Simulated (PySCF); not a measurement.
# Static response to an electric field

C4H9ClSSi.
Cartesian coordinates in Å at the GFN2-xTB level; atoms count from 1:
```
atom  x, y, z in Å
Cl1    0.1445   -0.1496    2.7598
Si2   -0.0737   -1.0863    0.9760
C3    -1.5902   -0.3458    0.0871
C4    -1.3067    1.0486   -0.4550
S5     0.0217    1.0524   -1.7020
C6     1.4533    0.7145   -0.6266
C7     1.4605   -0.7123   -0.0943
H8    -0.2335   -2.5227    1.1899
H9    -1.8869   -0.9864   -0.7438
H10   -2.4457   -0.2876    0.7631
H11   -2.1755    1.4564   -0.9722
H12   -1.0146    1.7371    0.3394
H13    1.4356    1.4452    0.1836
H14    2.3242    0.9056   -1.2544
H15    1.5016   -1.3979   -0.9413
H16    2.3779   -0.8622    0.4791
```

Level: B3LYP/def2-SVPD (PySCF), static field, nuclei fixed, core orbitals frozen in the response. The polarisability tensor in these axes (au):

```
x   103.41  -1.39  -0.62
y    -1.39  96.17  -7.98
z    -0.62  -7.98 109.60
```

**Question.** Diagonalise the tensor; give its mean and Δα, where Δα² is half the sum of the squared differences of the eigenvalues.

**Answer.** Principal values 92.25, 103.62 and 113.31 au; mean 103.06 au = 15.27 Å³ = 16.99 × 10⁻⁴⁰ C²·m²/J; Δα = 18.26 au (18 % of the mean).

**Question.** What is the dipole moment, and where does it point?

**Answer.** (-0.08, -0.69, 0.00) D, 0.69 D in size, pointing from the negative to the positive side. Measured along this direction, the outermost atoms are H12 and H13 at the negative end and H8 at the positive end.

**Question.** Traceless (Buckingham) quadrupole moment about the centre of nuclear charge: eigenvalues?

**Answer.** -12.17, 1.75, 10.42 D·Å. The values depend on the origin, since the dipole doesn't vanish. The electronic extent ⟨r²⟩ about the same centre is 1361 bohr², a root-mean-square distance of 2.18 Å for the 80 electrons.

**Question.** Refractivity n − 1 of an ideal gas of it at 350 K and 1 atm, from the electronic α?

**Answer.** N = p/kT = 2.0968 × 10¹⁹ cm⁻³, so n − 1 = 2π × N × 15.27 × 10⁻²⁴ cm³ = 2012 × 10⁻⁶ at long wavelengths, for an ideal gas.

**Question.** In a dilute gas of rigid molecules at 273 K, how does the orientational term μ²/3kT compare with the electronic polarisability?

**Answer.** In Gaussian units μ²/3kT = 4.20 Å³ against 15.27 Å³, a ratio of 0.28; the Debye molar polarisation (4π/3)N_A(α + μ²/3kT) is 49.1 cm³/mol, leaving out the vibrational part.

One conformer (not necessarily the lowest) at the GFN2-xTB geometry, without solvent, vibrations or thermal averaging.

These values come from a run that also computed excited states. Hardware: one thread of an Arm Neoverse N1, no GPU (shared host). Cost: 93 s (with the writing of density and orbital grids), 0.87 GiB resident at most.
